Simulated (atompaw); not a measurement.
# Reading a pseudo-wave (gadolinium (Gd))

Columns: radius, all-electron u(r) and pseudo u(r) of the 5p shell (level -27.28 eV) of gadolinium in the configuration [Kr] 4d10 4f7 5s2 5p6 5d1 6s2 6p0; PBEsol, scalar-relativistic, PAW (atompaw) scheme, atompaw 4.2.0.5.

```csv
r (bohr),all-electron,pseudo
0.115,0.1310,0.0172
0.231,0.2019,0.0680
0.346,-0.2820,0.1474
0.462,-0.4764,0.2506
0.577,-0.3282,0.3676
0.692,-0.0247,0.4903
0.808,0.2951,0.6104
0.923,0.5575,0.7171
1.038,0.7451,0.8044
1.154,0.8616,0.8674
1.269,0.9171,0.9022
1.385,0.9266,0.9093
1.500,0.9032,0.8909
1.615,0.8580,0.8516
1.731,0.7989,0.7966
1.846,0.7332,0.7328
1.962,0.6646,0.6646
2.077,0.5973,0.5973
2.192,0.5329,0.5329
2.308,0.4720,0.4720
2.423,0.4165,0.4165
2.538,0.3661,0.3661
2.654,0.3203,0.3203
2.769,0.2798,0.2798
2.885,0.2436,0.2436
3.000,0.2119,0.2119
```

(1) How many radial nodes do the two functions have?

(2) At about which radius was the pseudo-wave matched?

(3) Where does each function peak?

(4) Is the pseudo-wave norm-conserving?

## Answers

(1) The all-electron 5p function has n − l − 1 = 3 (the table is too coarse to show those close to the nucleus); the pseudo-wave has 0, since the states of the same l below it are removed with the core.

(2) 2.10 bohr. The columns agree to 0.0005 from 1.85 bohr on; several derivatives are matched, so the curves merge somewhat inside the radius.

(3) Outermost all-electron maximum near 1.39 bohr, pseudo maximum near 1.39 bohr (to the table’s step).

(4) No, it belongs to a PAW set: the norm inside the radius is not constrained, and the difference is carried by the augmentation charge.
